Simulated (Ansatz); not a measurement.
Ideal-gas functions of `OC#C[SeH]` at 298.15 K and 1 bar, from an Ansatz frequency run at PBE0-D4/def2-TZVP.

Molar mass 121.0 g/mol, point group C1 (symmetry number 1), electronic degeneracy 1, moments of inertia 2.955, 326.621, 328.089 u Å². Harmonic wavenumbers (cm⁻¹, unscaled): 147, 197, 309, 372, 453, 478, 859, 1204, 1276, 2346, 2404, 3785.

Use S(trans) = R[1.5 ln M + 2.5 ln T − 1.1517]; rotational temperatures θ = 24.2544 K / I; S(rot) = R[ln(√π/σ · √(T³/θAθBθC)) + 1.5]; for each mode x = 1.438777 ν̃/T, S = R[x/(eˣ − 1) − ln(1 − e⁻ˣ)] and H = RT x/(eˣ − 1); 1 cm⁻¹ = 0.0119627 kJ/mol; R = 8.31446 J/(mol·K).

Question: By hand: the entropy, in J/(mol·K).

Answer: Translation 168.7. Rotation: θ = 8.2079, 0.0743, 0.0739 K, giving 101.2. Vibration, mode by mode: 11.34, 9.04, 5.72, 4.48, 3.29, 2.99, 0.69, 0.17, 0.13, 0.00, 0.00, 0.00, in all 37.9. Electronic 0.0. Sum 307.8 J/(mol·K).

Question: By hand: H − E and G − E in kJ/mol, counted from the electronic energy.

Answer: Zero-point energy ½ × 13830 × 0.0119627 = 82.7; thermal vibration 6.7; translation, rotation and pV give 4 RT = 9.9. H − E = 99.3 kJ/mol, and G − E = 99.3 − 298.15 × 307.8/1000 = 7.5 kJ/mol.

Vibration gives 12 % of the entropy, 11.3 J/(mol·K) of it from the mode under 150 cm⁻¹: soft modes count most, and the harmonic formula is weakest for them. The sum counts one conformer and one mirror image; others add a mixing term.
